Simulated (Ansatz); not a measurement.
Program: Ansatz. Geometries: PBE0-D4/def2-TZVP. ΔE: electronic, gas phase. CBS: MP2 limit from def2 TZ/QZ plus the TZ coupled-cluster correction, frozen cores. DFT in def2-TZVPP. For Mg outer-core shells are correlated without core-valence functions, which leaves a few kJ/mol of doubt a bond. Each species was taken in one conformer, which may not be the lowest.

Reaction (redistribution): `[SiH3][N]([SiH3])[Mg][N]([SiH3])[SiH3]` + `[NH2][Mg][O][SiH3]` → `[SiH3][O][Mg][N]([SiH3])[SiH3]` + `[NH2][Mg][N]([SiH3])[SiH3]`

(1) Is it downhill or uphill in electronic energy at CCSD(T)/CBS, and by how much? (Estimate.)

(2) What do these levels give: PBE-D4, PBE-QIDH, revPBE, r2SCAN0, BHLYP, RPA@PBE/def2-TZVPP, CCSD/def2-SVP, CCSD(T)/def2-SVP, HF/def2-TZVPP, MP2/def2-TZVPP, CCSD(T)/def2-TZVPP, MP2/CBS(def2)? (An estimate is asked.)

Largest T1 diagnostic among the species: 0.011.

## Answers

(1) The calculation gave: Uphill: ΔE = +4.0 kJ/mol.

(2) Ansatz gave: PBE-D4 4.1, PBE-QIDH 1.4, revPBE -1.9, r2SCAN0 2.2, BHLYP -2.8, RPA@PBE/def2-TZVPP 0.5, CCSD/def2-SVP -5.7, CCSD(T)/def2-SVP -4.6, HF/def2-TZVPP -6.6, MP2/def2-TZVPP 0.9, CCSD(T)/def2-TZVPP 1.0, MP2/CBS(def2) 3.9 kJ/mol.

In def2-TZVPP, CCSD(T) changes the Hartree–Fock value by +7.6 kJ/mol (the triples alone add +1.1 kJ/mol) and MP2 by +7.5 kJ/mol. At CCSD(T), def2-SVP lies −8.6 kJ/mol from the extrapolated value and def2-TZVPP −3.0 kJ/mol.
